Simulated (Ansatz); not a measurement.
The cluster Zr₃O₆. The state is a triplet with charge 0. Geometry PBE-D4/def2-SVP, that of the charge -1 doublet; atoms count from 1.

```xyz
9

Zr   -0.262    2.019    0.145
Zr   -1.492   -1.206    0.690
Zr    1.907   -0.719    0.056
O     0.287   -1.897    0.083
O     3.393   -1.410   -0.681
O    -0.621    3.647   -0.527
O    -2.895   -2.311    0.491
O     1.458    1.171   -0.431
O    -1.775    0.708    0.173
```

In the def2 sets Zr takes a core potential; there is no spin–orbit coupling. At PBE0-D4/def2-TZVPD a singlet of charge 0 lies 2.29 eV below the triplet at the same geometry. The structure comes from a short search, and lower isomers may exist.

Question: Estimate the Mulliken populations from the PBE0/def2-TZVPD orbitals of Ansatz.

Answer: 
| atom | charge (e) | spin (α − β) | d electrons |
| --- | --- | --- | --- |
| Zr1 | 1.80 | 0.08 | 1.93 |
| Zr2 | 1.80 | 0.08 | 1.93 |
| Zr3 | 1.57 | 0.60 | 1.87 |
| O4 | -1.06 | 0.15 | – |
| O5 | -0.47 | 0.76 | – |
| O6 | -0.75 | 0.07 | – |
| O7 | -0.74 | 0.07 | – |
| O8 | -1.06 | 0.14 | – |
| O9 | -1.09 | 0.03 | – |
Mulliken values and Mayer orders depend strongly on the basis. With diffuse functions, as here, like atoms can get unlike values, and bond orders can come out too low or too high.

Question: Where does the spin sit?

Answer: Summed by element: Zr 0.76, O 1.24, of 2 unpaired in all. Largest on single atoms: O5 0.76, Zr3 0.60, O4 0.15.

Question: And the Mayer bond orders between bonded heavy atoms (over 0.3)?

Answer: Zr1–O6 1.71 (1.80 Å); Zr1–O8 0.68 (2.00 Å); Zr1–O9 0.73 (2.00 Å); Zr2–O4 0.68 (2.00 Å); Zr2–O7 1.71 (1.80 Å); Zr2–O9 0.73 (2.00 Å); Zr3–O4 0.87 (2.00 Å); Zr3–O5 1.06 (1.80 Å); Zr3–O8 0.87 (2.00 Å).
